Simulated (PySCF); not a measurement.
C2H7InO. Atoms are numbered in the order given.

```xyz
11

In    -0.2835    -0.5400     0.0000
H     -1.1893    -2.0087     0.0000
C     -0.7019     1.6097     0.0000
C      0.5647     2.4673     0.0000
H     -1.3305     1.8164    -0.8818
H     -1.3305     1.8164     0.8818
H      1.1916     2.2765     0.8866
H      1.1916     2.2765    -0.8866
H      0.3266     3.5457     0.0000
O      1.7007    -0.9470     0.0000
H      2.2473    -0.1494     0.0000
```
Charge 0, spin multiplicity 1.

The structure is a stationary point at B3LYP-D3(BJ)/def2-SVP. The structure was generated by enumeration; whether it is a known compound was not checked. The def2 effective core potentials stand for the cores of In; spin–orbit coupling is left out. One conformer was computed; it need not be the lowest.

Computed with M06-2X/def2-TZVP run with PySCF.

Symmetry labels are those of the subgroup Cs that the program uses (full group Cs).

Computed valence orbital energies around the gap with their symmetry:
```tsv
orbital	symmetry	energy (eV)
HOMO−7	A"	-13.95
HOMO−6	A'	-13.37
HOMO−5	A'	-12.09
HOMO−4	A'	-11.35
HOMO−3	A"	-11.28
HOMO−2	A'	-9.80
HOMO−1	A"	-9.64
HOMO	A'	-8.46
LUMO	A"	-0.74
LUMO+1	A'	0.23
LUMO+2	A'	0.60
LUMO+3	A'	1.66
```
